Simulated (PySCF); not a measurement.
GeS, SMILES [S]=[Ge] (connectivity only; charge and spin as stated), neutral, multiplicity 1. Geometry optimised at B3LYP-D3(BJ)/def2-TZVP.

TDDFT-B3LYP/def2-TZVPD in PySCF puts the lowest singlet excitations at 3.68, 3.92, 3.92, 4.14, 4.14, 5.63 eV.

Q: What are the lowest excitation roots from ADC(2)/aug-cc-pVDZ (PySCF)? (An estimate is asked for; the answer gives what the named calculation found.)

A: 3.95, 4.03, 4.03, 4.30, 4.30, 5.18 eV. S1 differs by 0.28 eV (second minus first; roots are paired by order, and the bases may differ).
